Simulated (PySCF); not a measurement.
Breaking a bond: HBr, singlet.

Computed with: RKS-PBE = restricted PBE/def2-TZVP run with PySCF; UKS-PBE = unrestricted PBE/def2-TZVP (PySCF 2.14.0); UKS-TPSSh = unrestricted TPSSh/def2-TZVP (PySCF 2.14.0); UCCSD(T) = CCSD(T) on UHF/def2-TZVP, 9 core orbitals frozen run with PySCF.

Energies relative to the lowest point of each curve near equilibrium, in kcal/mol; the last columns give the difference from UCCSD(T):

```
R / Å  RKS-PBE  UKS-PBE  UKS-TPSSh  UCCSD(T)  RKS-PBE − UCCSD(T)  UKS-PBE − UCCSD(T)  UKS-TPSSh − UCCSD(T)
-----  -------  -------  ---------  --------  ------------------  ------------------  --------------------
1.14      41.1     41.1       39.5      39.7                 1.4                 1.4                  -0.2
1.20      23.0     23.0       21.7      21.8                 1.2                 1.2                  -0.1
1.29       7.3      7.3        6.5       6.4                 0.8                 0.8                   0.1
1.32       4.3      4.3        3.7       3.6                 0.6                 0.6                   0.1
1.37       1.2      1.2        0.9       0.8                 0.3                 0.3                   0.0
1.42       0.0      0.0        0.0       0.0                 0.0                 0.0                   0.0
1.45       0.0      0.0        0.2       0.2                -0.2                -0.2                   0.0
1.51       1.4      1.4        1.9       2.1                -0.6                -0.6                  -0.1
1.57       4.2      4.2        5.0       5.2                -1.1                -1.1                  -0.2
1.66      10.0     10.0       11.4      11.6                -1.6                -1.6                  -0.3
1.77      18.8     18.8       20.7      20.9                -2.2                -2.2                  -0.2
1.94      33.6     33.6       36.5      36.4                -2.8                -2.8                   0.1
2.15      51.5     51.5       55.5      54.3                -2.9                -2.9                   1.2
2.34      65.8     65.8       68.4      68.0                -2.1                -2.1                   0.5
2.53      78.1     76.0       77.1      78.1                 0.0                -2.1                  -1.0
2.85      94.1     84.6       86.2      86.2                 7.9                -1.6                   0.0
3.12         —     88.1       90.2      88.2                   —                -0.1                   2.0
3.45         —     90.3       92.4      89.0                   —                 1.3                   3.4
3.87         —     91.6       93.3      89.3                   —                 2.3                   4.0
4.25         —     92.1       93.5      89.3                   —                 2.7                   4.2
4.98         —     92.4       93.7      89.4                   —                 3.0                   4.3
5.67         —     92.5       93.7      89.4                   —                 3.1                   4.3
```

RKS-PBE is furthest from UCCSD(T) at 2.85 (7.9 kcal/mol, above); its mean absolute difference over the points is 1.6 kcal/mol.

UKS-PBE is furthest from UCCSD(T) at 5.67 (3.1 kcal/mol, above); its mean absolute difference over the points is 1.6 kcal/mol.

UKS-TPSSh is furthest from UCCSD(T) at 5.67 (4.3 kcal/mol, above); its mean absolute difference over the points is 1.2 kcal/mol.

A dash means that the run gave no value there, or that the column was ended at a point which the program doubted or which failed a test of continuity chosen for this set; such a test can also cut sound points.

The restricted form behind RKS-PBE keeps the bonding electrons paired and can't separate into open-shell fragments. The unrestricted determinant behind UKS-PBE is spin-contaminated at 2.53 to 5.67 Å (<S²> up to 1.0, against 0.00 for a pure singlet). The unrestricted determinant behind UKS-TPSSh is spin-contaminated at 2.34 to 5.67 Å (<S²> up to 1.0, against 0.00 for a pure singlet). The unrestricted determinant behind UCCSD(T) is spin-contaminated at 1.94 to 5.67 Å (<S²> up to 1.0, against 0.00 for a pure singlet).
